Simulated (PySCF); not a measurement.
AlCl₂, SMILES [Cl][Al][Cl], multiplicity 2. Atoms are numbered in the order given.

```xyz
3

Al     0.0000     0.0000     0.7762
Cl     0.0000    -1.8096    -0.2968
Cl     0.0000     1.8096    -0.2968
```
Charge 0, spin multiplicity 2.

Geometry optimised at r2SCAN-D4/def2-TZVP. The spin state was assumed, not searched. The isomer is the one that the SMILES or the coordinates give; other isomers of the formula were not compared.

All values below come from PBE/pcH-1 run with PySCF.

Unrestricted Kohn–Sham, ⟨S²⟩ = 0.752. Hyperfine tensors hold the contact and dipolar terms, without spin-orbit corrections.

Q: Estimate the hyperfine couplings. (An estimate is asked for; the answer gives what the named calculation found.)

A: 
```
nucleus     A(iso) (MHz)  A(iso) (G)  dipolar principal values (MHz)
----------  ------------  ----------  ------------------------------
27Al no. 1        1461.6       521.5              -37.6, -34.6, 72.2
35Cl no. 2          39.2        14.0              -24.3, -20.6, 44.9
35Cl no. 3          39.2        14.0              -24.3, -20.6, 44.9
```

Q: And the g tensor (effective nuclear charges for spin-orbit coupling, GIAO)? (An estimate is asked for; the answer gives what the named calculation found.)

A: principal values 1.9901, 1.9990, 2.0028; isotropic 1.9973.
